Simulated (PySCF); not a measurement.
Spectrum to structure. Method used: TDDFT CAM-B3LYP/def2-SVPD, vertical, gas phase, core orbitals frozen in the response in PySCF 2.14.0, density-fitted response routines. Geometries: PBE0-D3(BJ)/def2-SVP, one conformer each. Atoms past krypton carry core potentials; spin–orbit coupling is left out.

| state | λ (nm) | f |
| --- | --- | --- |
| S1 | 171.8 | 0.047 |
| S2 | 158.3 | 0.063 |
| S3 | 152.1 | 0.031 |
| S4 | 145.4 | 0.038 |
| S5 | 140.6 | 0.0028 |
| S6 | 139.4 | 0.031 |
| S7 | 137.6 | 0.014 |
| S8 | 136.0 | 0.043 |
| S9 | 134.1 | 0.0052 |
| S10 | 133.3 | 0.018 |

Question: Which structure fits?
A. `[H][Bi]([H])[O]CC`
B. `C=CC(=O)OC`
C. `C[Si](C)(C)O`

Answer: C. Its S1, at 7.21 eV, is the highest among the candidates; the nearest of the others has S1 at 5.14 eV. S1 is HOMO→LUMO (86%). Löwdin shares by element: HOMO carbon 41% or more, oxygen 27%, silicon 16% (atoms not listed hold the other 16%); LUMO silicon 23%, oxygen 17%, hydrogen 11% or more, carbon 8% or more (atoms not listed hold the other 41%). At the same level the other candidates give, for their lowest levels:
- `[H][Bi]([H])[O]CC`: 265 nm (f 0.000); 242 nm (f 0.095); 203 nm (f 0.026); 201 nm (f 0.007); 197 nm (f 0.112); T1 4.10 eV; HOMO -8.62, LUMO -0.38 eV
- `C=CC(=O)OC`: 241 nm (f 0.000); 192 nm (f 0.328); 176 nm (f 0.146); 164 nm (f 0.001); 154 nm (f 0.044); T1 3.85 eV; HOMO -9.65, LUMO -0.31 eV
Triplets come from the Tamm–Dancoff approximation.
